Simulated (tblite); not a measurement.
Record of a relaxation.

C7H7F.
SMILES with atom numbers: `[CH3:1][C:2]#[C:3][C:4]1=[C:5]([CH2:6][F:7])[CH2:8]1` (hydrogens: H9, H10, H11 on C1; H12, H13 on C6; H14, H15 on C8)

Computed with GFN2-xTB (tblite), gas phase: L-BFGS steps from a force-field or distance-geometry start until the largest atomic force falls under 0.01 eV/Å. 5 of its 53 geometries are shown.

Step 0: E = -629.3766 eV, largest atomic force 2.613 eV/Å
```
atom  x, y, z in Å  |  force x, y, z in eV/Å
C1      3.559    0.495    0.359   -1.243  -0.543  -0.394
C2      2.127    0.123    0.158    1.547   0.636   0.352
C3      0.976   -0.183   -0.001   -2.529  -0.579  -0.312
C4     -0.416   -0.519   -0.201    1.771   1.509   1.053
C5     -1.693   -0.174   -0.150    0.297   1.247  -0.331
C6     -2.790    0.828    0.083    1.141  -0.994   0.104
F7     -2.219    2.016    0.478   -0.414  -0.026  -0.198
C8     -1.403   -1.562   -0.565   -0.159  -1.142  -0.703
H9      3.781    1.466   -0.096   -0.194  -0.239   0.045
H10     4.136   -0.290   -0.150    0.092   0.306   0.322
H11     3.799    0.550    1.428   -0.111  -0.170  -0.325
H12    -3.406    0.971   -0.822    0.211   0.148   0.293
H13    -3.389    0.443    0.924   -0.156   0.272  -0.134
H14    -1.686   -2.320    0.174    0.307  -0.244  -0.587
H15    -1.378   -1.836   -1.642   -0.558  -0.180   0.816
```

Step 13: E = -629.7055 eV, largest atomic force 0.084 eV/Å
```
atom  x, y, z in Å  |  force x, y, z in eV/Å
C1      3.500    0.466    0.340    0.008  -0.013  -0.003
C2      2.111    0.124    0.165   -0.022  -0.025  -0.001
C3      0.947   -0.160    0.025    0.010  -0.006  -0.034
C4     -0.380   -0.471   -0.161   -0.015  -0.019   0.002
C5     -1.645   -0.134   -0.165   -0.006   0.002  -0.016
C6     -2.734    0.809    0.087   -0.035   0.019   0.027
F7     -2.268    2.045    0.468    0.028   0.023  -0.004
C8     -1.365   -1.548   -0.562    0.060  -0.010   0.005
H9      3.705    1.437   -0.112   -0.004   0.005   0.011
H10     4.131   -0.286   -0.133    0.026  -0.010  -0.003
H11     3.740    0.513    1.402    0.008   0.011   0.005
H12    -3.350    0.965   -0.809   -0.006  -0.018  -0.029
H13    -3.366    0.445    0.907   -0.080   0.002   0.025
H14    -1.593   -2.352    0.132    0.044   0.008  -0.020
H15    -1.437   -1.844   -1.605   -0.017   0.031   0.035
```

Step 26: E = -629.7093 eV, largest atomic force 0.021 eV/Å
```
atom  x, y, z in Å  |  force x, y, z in eV/Å
C1      3.503    0.457    0.340    0.011  -0.001  -0.003
C2      2.115    0.107    0.159    0.018   0.011  -0.003
C3      0.946   -0.148    0.008   -0.002   0.000   0.002
C4     -0.382   -0.458   -0.165   -0.006   0.011   0.012
C5     -1.653   -0.139   -0.140   -0.009   0.003  -0.006
C6     -2.746    0.808    0.093   -0.004  -0.003   0.002
F7     -2.274    2.046    0.464   -0.010  -0.011  -0.004
C8     -1.355   -1.545   -0.558   -0.013   0.002   0.001
H9      3.698    1.430   -0.111    0.011  -0.002   0.008
H10     4.147   -0.287   -0.130   -0.008  -0.008  -0.003
H11     3.739    0.508    1.403   -0.009   0.001  -0.005
H12    -3.344    0.956   -0.818    0.013  -0.008   0.006
H13    -3.402    0.462    0.905    0.005  -0.003  -0.009
H14    -1.549   -2.362    0.130    0.003   0.002   0.000
H15    -1.447   -1.827   -1.603   -0.001   0.006   0.004
```

Step 39: E = -629.7100 eV, largest atomic force 0.014 eV/Å
```
atom  x, y, z in Å  |  force x, y, z in eV/Å
C1      3.508    0.453    0.336   -0.001  -0.006  -0.002
C2      2.118    0.121    0.149   -0.010  -0.006   0.007
C3      0.948   -0.138    0.009   -0.001   0.009  -0.001
C4     -0.381   -0.448   -0.159    0.000   0.001  -0.001
C5     -1.654   -0.137   -0.129    0.002   0.007   0.000
C6     -2.753    0.804    0.093   -0.004  -0.001  -0.004
F7     -2.295    2.046    0.464   -0.004   0.001   0.005
C8     -1.351   -1.539   -0.553   -0.001   0.008   0.001
H9      3.722    1.425   -0.109    0.000   0.001   0.004
H10     4.143   -0.299   -0.131    0.006  -0.009  -0.005
H11     3.736    0.496    1.401    0.009   0.006   0.000
H12    -3.342    0.943   -0.825   -0.007   0.003  -0.010
H13    -3.416    0.456    0.898    0.002  -0.006   0.008
H14    -1.540   -2.360    0.132    0.004   0.002  -0.003
H15    -1.446   -1.815   -1.599    0.005  -0.010   0.002
```

Step 52: E = -629.7108 eV, largest atomic force 0.010 eV/Å
```
atom  x, y, z in Å  |  force x, y, z in eV/Å
C1      3.520    0.438    0.333    0.000  -0.001  -0.002
C2      2.122    0.129    0.156    0.009   0.005   0.000
C3      0.947   -0.105    0.014   -0.001  -0.003   0.002
C4     -0.381   -0.418   -0.157   -0.001   0.005   0.003
C5     -1.657   -0.120   -0.133   -0.003   0.001   0.001
C6     -2.776    0.797    0.088   -0.005   0.002   0.000
F7     -2.348    2.046    0.473    0.001  -0.003   0.000
C8     -1.337   -1.523   -0.546   -0.002  -0.002  -0.001
H9      3.748    1.406   -0.113   -0.002  -0.008   0.001
H10     4.136   -0.327   -0.141    0.002   0.008   0.005
H11     3.760    0.477    1.396   -0.003  -0.003  -0.008
H12    -3.361    0.931   -0.833    0.001   0.001  -0.002
H13    -3.436    0.427    0.885    0.002  -0.001   0.000
H14    -1.516   -2.340    0.145   -0.001  -0.001   0.001
H15    -1.425   -1.809   -1.589    0.004   0.000  -0.001
```

Problem. Summarise the path.

Solution. The energy falls by 0.3342 eV from step 0 to step 52; nine tenths of that is first reached at step 6. It falls at every step. The largest force goes from 2.613 to 0.010 eV/Å. Among the bonds C3–C4 changes most, from 1.446 to 1.375 Å; the atoms move by 0.087 Å rms after alignment.

Problem. Follow the three bonds and two angles with the largest change from start to end.

Solution. 
```
step  E above end (eV)  largest force (eV/Å)  C3–C4 (Å)  C1–C2 (Å)  C5–C6 (Å)  C4–C8–H15 (°)  H14–C8–H15 (°)
   0            0.3342                 2.613      1.446      1.494      1.504          113.4           119.2
   2            0.1226                 1.296      1.395      1.468      1.471          114.8           119.4
   5            0.0335                 0.249      1.379      1.447      1.461          118.7           113.7
   7            0.0184                 0.266      1.380      1.445      1.465          119.9           112.7
   9            0.0103                 0.124      1.378      1.444      1.467          120.2           112.6
  11            0.0071                 0.093      1.376      1.443      1.464          119.8           113.0
  14            0.0047                 0.087      1.375      1.441      1.462          119.4           113.6
  16            0.0038                 0.059      1.374      1.441      1.463          119.4           113.8
  18            0.0028                 0.063      1.374      1.441      1.464          119.4           113.8
  20            0.0021                 0.042      1.375      1.441      1.464          119.4           113.7
  23            0.0017                 0.025      1.375      1.442      1.464          119.4           113.5
  25            0.0015                 0.022      1.375      1.442      1.464          119.5           113.5
  27            0.0014                 0.017      1.375      1.442      1.465          119.4           113.5
  29            0.0013                 0.020      1.375      1.442      1.464          119.5           113.5
  32            0.0011                 0.020      1.375      1.442      1.464          119.5           113.4
  34            0.0010                 0.016      1.375      1.442      1.464          119.5           113.5
  36            0.0009                 0.017      1.375      1.442      1.464          119.5           113.5
  38            0.0009                 0.015      1.375      1.442      1.464          119.4           113.6
  41            0.0008                 0.018      1.375      1.442      1.464          119.3           113.6
  43            0.0006                 0.025      1.375      1.442      1.464          119.3           113.5
  45            0.0005                 0.018      1.375      1.442      1.464          119.3           113.4
  47            0.0003                 0.025      1.375      1.441      1.465          119.4           113.4
  50            0.0000                 0.016      1.375      1.442      1.464          119.5           113.5
  52            0.0000                 0.010      1.375      1.442      1.464          119.5           113.5
```

What follows is the cost of the whole relaxation. Hardware: an Arm Neoverse N1 with one thread (shared host). Cost: 0.45 s of wall time.
